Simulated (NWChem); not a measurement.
Species: Si2SbH7; SMILES [SbH]([SiH3])[SiH3]

```xyz
10

Sb    -0.7561     0.0248     0.0000
H     -0.7806    -1.7109     0.0000
Si     1.0933     0.0095    -1.8308
H      2.1776    -0.9957    -1.5490
H      1.7089     1.3822    -1.8921
H      0.4775    -0.2970    -3.1700
Si     1.0933     0.0095     1.8308
H      2.1776    -0.9957     1.5490
H      0.4775    -0.2970     3.1700
H      1.7089     1.3822     1.8921
```
Atoms are numbered in this order, from 1.

Computed with NWChem. Medium grid unless said otherwise, to which SCAN and Minnesota functionals are sensitive. Structure relaxed at the PBE-D3(BJ)/def2-SVP level. Not confirmed as a minimum by frequencies. def2 effective core potentials on Sb; no spin-orbit coupling.

Q: Order these by “orbital gap (eV)”, lowest first: B3LYP/def2-SVP; LDA (Slater exchange, PW92)/def2-SVP; LC-BLYP (range parameter 0.33 per bohr)/def2-SVP.

A: LDA (Slater exchange, PW92)/def2-SVP (5.00), B3LYP/def2-SVP (6.38), LC-BLYP (range parameter 0.33 per bohr)/def2-SVP (10.64)
